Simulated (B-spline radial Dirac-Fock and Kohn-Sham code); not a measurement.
**O²⁺ 2p3/2: cross section and angular parameters**

System: the O²⁺ ion in the configuration [He] 2s2 2p2; threshold 49.86 eV (orbital energy of the model). Level of theory: Dirac-Hartree-Slater photoionisation with a Latter tail; cross sections with all multipoles, angular parameters from the dipole term and its interference with E2; a radial B-spline solver.

Input file task.json (cfg lists n, l and occupation; rrms is the nuclear radius in fm):

```json
{"items": [{
  "Z": 8,
  "q": 2,
  "cfg": [[1, 0, 2], [2, 0, 2], [2, 1, 2]],
  "A": 16,
  "rrms": 2.6991,
  "do": "xps",
  "hv": [60, 72.9, 87.5, 100, 134.0, 136.0, 187.0, 283.0, 368.0, 537.0, 577.0, 637.0, 800, 1080.0, 1120.0, 1150.0, 1253.6, 1460.0, 1500.0, 1960.0, 2000, 2040.0, 3210.0, 3820.0, 5414.7, 6000, 6120.0, 8047.8, 10800.0, 13200.0]
}]}
```

Run with: `python xray2_run.py task.json out`

For linearly polarised light dσ/dΩ = σ/(4π) [1 + β P₂(cos θ) + (δ + γ cos²θ) sin θ cos φ], with θ from the polarisation vector and φ the angle between the beam and the projection of the electron momentum on the plane normal to the polarisation.

```csv
hν (eV),σ (kb),β,γ,δ
60,1880,1.345,0.013,0.007
72.9,1250,1.455,0.039,0.008
87.5,819,1.498,0.063,0.008
100,589,1.507,0.081,0.009
134,?,?,?,?
136,262,1.489,0.128,0.010
187,105,1.416,0.181,0.013
283,30.6,1.272,0.256,0.020
368,13.3,1.150,0.294,0.027
537,3.94,0.959,0.337,0.040
577,3.12,0.923,0.345,0.043
637,2.25,0.875,0.355,0.048
800,1.05,0.768,0.381,0.060
1080,0.377,0.638,0.419,0.079
1120,0.332,0.623,0.424,0.081
1150,0.303,0.613,0.428,0.083
1253.6,0.224,0.579,0.440,0.089
1460,0.130,0.522,0.463,0.101
1500,0.118,0.513,0.468,0.103
1960,0.0446,0.419,0.513,0.128
2000,0.0413,0.413,0.517,0.130
2040,0.0384,0.406,0.520,0.132
3210,0.00686,0.274,0.592,0.184
3820,0.00350,0.231,0.625,0.206
5414.7,0.000885,0.150,0.693,0.258
6000,0.000587,0.127,0.712,0.275
6120,0.000542,0.123,0.716,0.279
8047.8,0.000180,0.071,0.758,0.330
10800,5.45e-05,0.039,0.814,0.390
13200,2.42e-05,0.027,0.881,0.435
```

Task: Give the values at 134 eV.

Result: σ = 273 kb, β = 1.491, γ = 0.125, δ = 0.010.

Values without a named source are computed, but for edge energies of neutral atoms, which are taken from tables.
